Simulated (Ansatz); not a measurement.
One change: `[CH3][Ta](=[O])([Cl])[Cl]` becomes `[CH3][V](=[O])([Cl])[Cl]`.

Ansatz, PBE0-D4/def2-TZVP geometries, multiplicity 1. 

Elements past krypton have def2 core potentials. Scalar relativity is left out up to krypton.

```csv
property,`[CH3][Ta](=[O])([Cl])[Cl]`
HOMO–LUMO gap (PBE0/def2-TZVPP) / eV,6.68
HOMO–LUMO gap (ωB97M-V/def2-TZVPP) / eV,11.10
"ideal-gas entropy at 298 K and 1 bar (rigid rotor, harmonic PBE0-D4/def2-TZVP) / J/(mol·K)",383
LUMO energy (PBE/def2-TZVPP) / eV,-3.28
HOMO–LUMO gap (B3LYP/def2-TZVPP) / eV,6.21
LUMO energy (PBE0/def2-TZVPP) / eV,-2.45
```

**Question.** What does the change do to each property? (Estimate.)

**Answer.** The calculation gave: 
| property | `[CH3][V](=[O])([Cl])[Cl]` | shift |
| --- | --- | --- |
| HOMO–LUMO gap (PBE0/def2-TZVPP) / eV | 5.57 | -1.11 |
| HOMO–LUMO gap (ωB97M-V/def2-TZVPP) / eV | 10.12 | -0.98 |
| ideal-gas entropy at 298 K and 1 bar (rigid rotor, harmonic PBE0-D4/def2-TZVP) / J/(mol·K) | 362 | -21 |
| LUMO energy (PBE/def2-TZVPP) / eV | -4.76 | -1.48 |
| HOMO–LUMO gap (B3LYP/def2-TZVPP) / eV | 5.04 | -1.17 |
| LUMO energy (PBE0/def2-TZVPP) / eV | -3.75 | -1.30 |

With PBE0 the HOMO falls by 0.19 eV and the LUMO falls by 1.30 eV, so the gap narrows by about 1.11 eV. PBE moves the HOMO by -0.05 eV and ωB97M-V by -0.15 eV.

B3LYP here is the variant with VWN-RPA as its local correlation; programs differ in this.
